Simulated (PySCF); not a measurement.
Start geometry of `FC(F)c1c[se][se]1` from GFN2-xTB (Å):
```
atom  x, y, z in Å
F1    -1.688   -0.539   -1.103
C2    -1.256    0.144   -0.012
F3    -1.716   -0.550    1.061
C4     0.228    0.252    0.008
C5     1.155   -0.719   -0.026
Se6    2.813    0.182    0.040
Se7    1.201    1.888    0.099
H8    -1.746    1.131   -0.012
H9     1.021   -1.784   -0.081
```

Q: What comes out of this run: BHandHLYP/def2-SVP geometry optimisation, gas phase (PySCF 2.14.0)?

A: 
```
atom  x, y, z in Å
F1    -1.639   -1.145   -0.088
C2    -1.255    0.137   -0.002
F3    -1.810    0.676    1.096
C4     0.230    0.214    0.081
C5     1.137   -0.693   -0.285
Se6    2.822    0.108    0.028
Se7    1.203    1.726    0.702
H8    -1.657    0.669   -0.870
H9     0.982   -1.688   -0.684
```

The energy falls by 11.6 kJ/mol over 14 energy and gradient evaluations, the largest force component goes from 0.0140 to 3.0e-04 Eh/bohr, and the atoms move by 0.713 Å rms after alignment. The bond that changes most is Se6–Se7 (both ends ring selenium), which lengthens by 0.039 Å. Bonds longer at the end by more than 0.005 Å: 2 of 9; shorter: 4. Among the angles that change most is F1–C2–F3, from 105.7° to 108.5°. Among the dihedrals that turn most is F3–C2–C4–C5, from 61° to 140°. Rotational constants go from 2002, 741.5, 598.0 to 2081, 790.4, 583.0 MHz. The orientation of the end geometry is arbitrary; only internal coordinates are fixed.

The run used 144 basis functions and 115 SCF cycles in all. Time: 1.8 min of wall time; peak memory 0.69 GiB. Hardware: an Intel Xeon 6975P-C with one thread, shared host with 192 logical CPUs at a one-minute load of 131.

Whether it is a minimum is left open (no frequencies). The numbers are those of one conformer.
